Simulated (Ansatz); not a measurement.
Species: C5H13O, charge 1, multiplicity 1. It need not be the lowest isomer of its formula. SMILES: C[OH+]C(C)(C)C
Geometry from a B3LYP-D3(BJ)/def2-TZVP (Ansatz, an electronic-structure program) optimisation:
```xyz
19

C     -0.3709    -1.2883    -0.9202
C     -0.5191    -0.1755     0.0858
C     -1.1852     1.0685    -0.4416
C     -1.0328    -0.6207     1.4334
O      0.9822     0.3172     0.4663
C      1.9521     0.7138    -0.5692
H      0.2224    -2.1171    -0.5321
H     -1.3684    -1.6756    -1.1355
H      0.0498    -0.9426    -1.8631
H     -0.7702     1.3912    -1.3952
H     -2.2361     0.8310    -0.6146
H     -1.1389     1.8838     0.2786
H     -2.0658    -0.9485     1.3118
H     -1.0220     0.1936     2.1567
H     -0.4724    -1.4727     1.8247
H      2.2002    -0.1397    -1.1934
H      1.4831     1.5075    -1.1381
H      2.8208     1.0916    -0.0380
H      1.3752    -0.3269     1.0781
```
Charge +1, spin multiplicity 1.

Parts of the frozen-core correlation energy in cc-pwCVTZ (Ansatz, hartree). Frozen orbitals: 6; correlated occupied orbitals by spin: 19 and 19; virtual: 415 and 415. Spin-orbit coupling is left out. No relativistic terms.

| term | value |
|---|---|
| reference (HF) | -271.61890 |
| MP2 opposite-spin | -0.87895 |
| MP2 same-spin | ___ |
| CCSD correlation | ___ |
| (T) | ___ |
| T1 diagnostic | 0.010 |
| largest doubles amplitude | 0.010 |

**Question.** Fill in the missing entries.

**Answer.** 
- MP2 same-spin, value: -0.25344
- CCSD correlation, value: -1.19270
- (T), value: -0.04634
